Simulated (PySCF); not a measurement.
Compound: C7H7ClN (doublet state).
SMILES with atom numbers: `[CH3:1][CH:2]/[CH:3]=[CH:4]/[C:5]([C:6]#[N:7])=[CH:8]/[Cl:9]` (hydrogens: H10, H11, H12 on C1; H13 on C2; H14 on C3; H15 on C4; H16 on C8)

Geometry (GFN2-xTB, Å), atoms numbered from 1 in this order:
```xyz
16
C7H7ClN angstrom
C      2.9766    0.7433   -0.4048
C      1.8275   -0.1917   -0.3779
C      0.5380    0.1913   -0.2007
C     -0.5434   -0.6996   -0.1810
C     -1.8836   -0.3048   -0.0038
C     -2.1643    1.0762    0.1770
N     -2.3849    2.1905    0.3248
C     -2.9270   -1.1952   -0.0001
Cl    -4.5495   -0.7180    0.2083
H      2.6514    1.7710   -0.2655
H      3.5082    0.6651   -1.3547
H      3.6905    0.4874    0.3799
H      2.0557   -1.2412   -0.5103
H      0.3188    1.2436   -0.0674
H     -0.3525   -1.7554   -0.3133
H     -2.7689   -2.2535   -0.1315
```

The hyperfine couplings belong to this conformer and change with its torsions.

The calculation used UKS B3LYP, pcH-1 on C Cl H N, non-relativistic, mean-field spin-orbit, GIAO (PySCF 2.14.0). One conformer (not necessarily the lowest) at the GFN2-xTB geometry, without solvent, vibrations or thermal averaging. A GFN2-xTB geometry isn't a minimum of the functional, and hyperfine couplings can be far from their values at a DFT geometry. No stability test was run, so a lower SCF solution isn't excluded. ⟨S²⟩ is 0.795 where a pure state has 0.75.

(1) The isotropic 13C couplings are +52.0, +46.8, -41.4, +39.4, -37.0, -15.8, +10.5 MHz. Assign them to C1; C2; C3; C4; C5; C6; C8.

(2) Match the computed a_iso(1H) values +36.7, -32.7, -30.7, -27.7, +9.8 MHz (means over equivalent nuclei) with the sites H10/H11/H12; H13; H14; H15; H16.

## Answers

(1) 
```tsv
site	a_iso (MHz)	ρ(0) (bohr⁻³)	position	distance from C4 (Å)	spin population	largest |T| (MHz)
C1	-15.8	-0.0141	1 bond from C2	3.81	-0.04	1.4
C2	+39.4	+0.0351	a main spin site	2.43	+0.46	71.9
C3	-37.0	-0.0329	1 bond from C2	1.40	-0.20	23.3
C4	+46.8	+0.0417	largest spin population	0.00	+0.50	79.5
C5	-41.4	-0.0369	1 bond from C8	1.41	-0.21	25.9
C6	+10.5	+0.0094	2 bonds from C8	2.43	+0.04	2.5
C8	+52.0	+0.0460	a main spin site	2.44	+0.47	81.9
```

(2) 
```tsv
site	a_iso (MHz)	ρ(0) (bohr⁻³)	position	distance from C4 (Å)	bound to	spin population there	largest |T| (MHz)
H10/H11/H12	+36.7	+0.0082	2 bonds from C2	4.30	C1	-0.04	4.2
H13	-27.7	-0.0062	1 bond from C2	2.68	C2	+0.46	16.1
H14	+9.8	+0.0022	2 bonds from C2, on C3 of spin population -0.20	2.13	C3	-0.20	5.3
H15	-30.7	-0.0069	1 bond from C4	1.08	C4	+0.50	16.8
H16	-32.7	-0.0073	1 bond from C8	2.71	C8	+0.47	18.4
```

ρ(0) is the spin density at the nucleus and T the dipolar tensor; a_iso includes a spin–orbit part; entries for several nuclei are means. Largest spin populations (Mulliken): C4 (+0.50), C8 (+0.47), C2 (+0.46) and C5 (-0.21). Three atoms exceed +0.15. Main spin sites, with 60 % or more of the largest population: C2, C4, C8; positions count bonds from the nearest.

Class means assume fast exchange of nuclei equivalent by connectivity; if that motion is slow, each nucleus keeps its own coupling. The three 1H nuclei of mean +36.7 MHz run from 1.3 to 54.5 MHz in the frozen geometry.

The SMILES `C[CH]/C=C/C(C#N)=C/Cl` draws the unpaired electron on C2, whose computed spin population is only +0.46.

On one thread, Arm Neoverse V1 (aarch64), shared host with 32 logical CPUs at a one-minute load of 22, this took 2.0 min of wall time (with the writing of density and orbital grids) and 1.1 GiB of memory at its peak.
